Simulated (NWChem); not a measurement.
System: H4BO3 cation; SMILES OB(O)[OH2+]

Here is an NWChem input.

```
start job
memory heap 200 mb stack 700 mb global 900 mb
charge 1
geometry units angstroms noautoz
  O      1.395764     0.025671     0.034965
  B      0.086546     0.172979    -0.010864
  O     -0.670706     1.246453    -0.024034
  O     -0.533983    -1.198371    -0.054887
  H      1.937291     0.823376     0.106185
  H     -1.630994     1.278722     0.018143
  H      0.072916    -1.963029    -0.088160
  H     -1.446779    -1.415637    -0.308883
end
basis spherical
  * library def2-svp
end
dft
  xc m06-l
  iterations 150
  mulliken
end
task dft gradient
```

Excerpt of the output:

```
             Northwest Computational Chemistry Package (NWChem) 7.3.0
             --------------------------------------------------------

 C1  symmetry detected

                             Geometry "geometry" -> ""
                             -------------------------

 Output coordinates in angstroms (scale by  1.889725989 to convert to a.u.)

  No.       Tag          Charge          X              Y              Z
 ---- ---------------- ---------- -------------- -------------- --------------
    1 O                    8.0000     1.34759023    -0.24651356    -0.00341817
    2 B                    5.0000     0.09128467     0.15286821     0.00308162
    3 O                    8.0000    -0.44265823     1.35320457    -0.00385264
    4 O                    8.0000    -0.78531422    -1.07143526     0.01890842
    5 H                    1.0000     2.03655263     0.43110520     0.02522925
    6 H                    1.0000    -1.37533412     1.57300926     0.07845662
    7 H                    1.0000    -0.34083159    -1.94030050    -0.02163432
    8 H                    1.0000    -1.73375242    -1.11020108    -0.19056048

 Effective nuclear repulsion energy (a.u.)     124.2779518522

                                 NWChem DFT Module
                                 -----------------

 Summary of "ao basis" -> "ao basis" (spherical)
 ------------------------------------------------------------------------------
       Tag                 Description            Shells   Functions and Types
 ---------------- ------------------------------  ------  ---------------------
 O                          def2-svp                 6       14   3s2p1d
 B                          def2-svp                 6       14   3s2p1d
 H                          def2-svp                 3        5   2s1p

            General Information
            -------------------
          SCF calculation type: DFT
          Wavefunction type:  closed shell.
          No. of atoms     :     8
          No. of electrons :    32
           Alpha electrons :    16
            Beta electrons :    16
          Charge           :     1
          Spin multiplicity:     1
          Use of symmetry is: off; symmetry adaption is: off
          Maximum number of iterations: 150
          AO basis - number of functions:    76
                     number of shells:    36
          Convergence on energy requested:  1.00D-06
          Convergence on density requested:  1.00D-05
          Convergence on gradient requested:  5.00D-04

              XC Information
              --------------
                        M06-L Method XC Functional
                         M06-L Exchange Functional  1.000
                       M06-L Correlation Potential  1.000

             Grid Information
             ----------------
          Grid used for XC integration:  medium
          Radial quadrature: Mura-Knowles
          Angular quadrature: Lebedev.
          Tag              B.-S. Rad. Rad. Pts. Rad. Cut. Ang. Pts.
          ---              ---------- --------- --------- ---------
          O                   0.60       49           9.0       434
          B                   0.85       49           8.0       434
          H                   0.35       45          11.0       434
          Grid pruning is: on
          Number of quadrature shells:   376
          Spatial weights used:  Erf1

      Superposition of Atomic Density Guess
      -------------------------------------

 Sum of atomic energies:        -250.57457231

 Renormalizing density from      33.00 to     32

      Non-variational initial energy
      ------------------------------

 Total energy =    -247.213763
 1-e energy   =    -571.205459
 2-e energy   =     199.713744
 HOMO         =      -0.875886
 LUMO         =      -0.234541

     ---------------------------------------------
      Total Density - Mulliken Population Analysis
     ---------------------------------------------

    Atom       Charge   Shell Charges
 -----------   ------   -------------------------------------------------------
    1 O    8     8.55   1.99  1.16  0.49  3.36  1.54  0.01
    2 B    5     4.35   1.99  0.78  0.04  1.16  0.13  0.25
    3 O    8     8.54   1.99  1.16  0.49  3.36  1.53  0.01
    4 O    8     8.37   1.99  1.11  0.48  3.24  1.54  0.00
    5 H    1     0.56   0.46  0.03  0.06
    6 H    1     0.56   0.46  0.04  0.06
    7 H    1     0.54   0.45  0.04  0.06
    8 H    1     0.54   0.45  0.04  0.06

   convergence    iter        energy       DeltaE   RMS-Dens  Diis-err
 ---------------- ----- ----------------- --------- --------- ---------
 d= 0,ls=0.0,diis     1   -252.3141886583 -3.77D+02  2.30D-02  2.60D+00
 d= 0,ls=0.0,diis     2   -252.0698575546  2.44D-01  1.46D-02  5.20D+00
 d= 0,ls=0.0,diis     3   -252.5603736696 -4.91D-01  2.15D-03  5.19D-02
 d= 0,ls=0.0,diis     4   -252.5639405232 -3.57D-03  7.88D-04  1.73D-02
 d= 0,ls=0.0,diis     5   -252.5650290503 -1.09D-03  1.98D-04  5.42D-04
  Resetting Diis
 d= 0,ls=0.0,diis     6   -252.5650871188 -5.81D-05  8.56D-05  1.84D-05
 d= 0,ls=0.0,diis     7   -252.5650905586 -3.44D-06  2.60D-05  2.31D-06
 d= 0,ls=0.0,diis     8   -252.5650904037  1.55D-07  1.42D-05  4.00D-06
 d= 0,ls=0.0,diis     9   -252.5650907905 -3.87D-07  3.33D-06  1.90D-07

         Total DFT energy =     -252.565090790531
      One electron energy =     -584.659426818289
           Coulomb energy =      238.946900865043
    Exchange-Corr. energy =      -31.130516689497
 Nuclear repulsion energy =      124.277951852212

 Numeric. integr. density =       32.000006983198

                       DFT Final Molecular Orbital Analysis
                       ------------------------------------

 Vector   14  Occ=2.000000D+00  E=-5.632268D-01
              MO Center=  9.5D-02,  3.5D-01, -3.0D-03, r^2= 2.2D+00
   Bfn.  Coefficient  Atom+Function         Bfn.  Coefficient  Atom+Function
  ----- ------------  ---------------      ----- ------------  ---------------
    34      0.402129  3 O  pz                 6      0.335973  1 O  pz
    48     -0.277750  4 O  pz                37      0.272547  3 O  pz
    20     -0.244652  2 B  pz                 9      0.225669  1 O  pz
    51     -0.208401  4 O  pz                23      0.066246  2 B  pz
    33     -0.049451  3 O  py                31     -0.033399  3 O  s

 Vector   15  Occ=2.000000D+00  E=-5.424222D-01
              MO Center=  2.8D-01,  7.0D-01,  5.7D-03, r^2= 2.2D+00
   Bfn.  Coefficient  Atom+Function         Bfn.  Coefficient  Atom+Function
  ----- ------------  ---------------      ----- ------------  ---------------
     5      0.344866  1 O  py                33     -0.330207  3 O  py
    32     -0.313322  3 O  px                 8      0.229412  1 O  py
    36     -0.229071  3 O  py                31     -0.211727  3 O  s
    35     -0.193563  3 O  px                30     -0.162723  3 O  s
    16      0.159858  2 B  s                  4     -0.152841  1 O  px

 Vector   16  Occ=2.000000D+00  E=-5.092800D-01
              MO Center=  5.3D-01,  4.6D-01, -9.0D-03, r^2= 2.0D+00
   Bfn.  Coefficient  Atom+Function         Bfn.  Coefficient  Atom+Function
  ----- ------------  ---------------      ----- ------------  ---------------
     6      0.478117  1 O  pz                34     -0.430064  3 O  pz
     9      0.350207  1 O  pz                37     -0.316185  3 O  pz
    27     -0.046189  2 B  d  1              32     -0.038510  3 O  px
    25     -0.034877  2 B  d -1              35     -0.028538  3 O  px
    48     -0.025720  4 O  pz

 Vector   17  Occ=0.000000D+00  E=-2.140735D-01
              MO Center= -1.2D+00, -1.2D+00, -1.2D-01, r^2= 3.4D+00
   Bfn.  Coefficient  Atom+Function         Bfn.  Coefficient  Atom+Function
  ----- ------------  ---------------      ----- ------------  ---------------
    45      0.819240  4 O  s                 73     -0.775826  8 H  s
    68     -0.528886  7 H  s                 44      0.307340  4 O  s
    72     -0.252949  8 H  s                 67     -0.220047  7 H  s
    63     -0.179346  6 H  s                  3      0.170340  1 O  s
    31      0.158099  3 O  s                 17     -0.150482  2 B  s

 Vector   18  Occ=0.000000D+00  E=-1.541427D-01
              MO Center=  8.4D-02,  1.6D-01, -8.8D-02, r^2= 2.0D+00
   Bfn.  Coefficient  Atom+Function         Bfn.  Coefficient  Atom+Function
  ----- ------------  ---------------      ----- ------------  ---------------
    20      0.722829  2 B  pz                23     -0.503408  2 B  pz
     9      0.298018  1 O  pz                37      0.291447  3 O  pz
     6      0.284439  1 O  pz                34      0.280798  3 O  pz
    48      0.180150  4 O  pz                51      0.144524  4 O  pz
    73     -0.130541  8 H  s                 68      0.124363  7 H  s

[...]

                         DFT ENERGY GRADIENTS

    atom               coordinates                        gradient
                 x          y          z           x          y          z
   1 O       2.546576  -0.465843  -0.006459   -0.000063   0.001112  -0.000003
   2 B       0.172503   0.288879   0.005823   -0.001246  -0.004808   0.000017
   3 O      -0.836503   2.557186  -0.007280   -0.000177  -0.000343  -0.000018
   4 O      -1.484029  -2.024719   0.035732    0.000048   0.001482  -0.000433
   5 H       3.848526   0.814671   0.047676    0.000661   0.000184  -0.000012
   6 H      -2.599005   2.972556   0.148262   -0.000143   0.000755   0.000062
   7 H      -0.644078  -3.666636  -0.040883    0.001026   0.000817   0.000308
   8 H      -3.276317  -2.097976  -0.360107   -0.000105   0.000800   0.000080
```

Level: M06-L/def2-SVP. Structure relaxed at the PBE0/def2-SVP level.
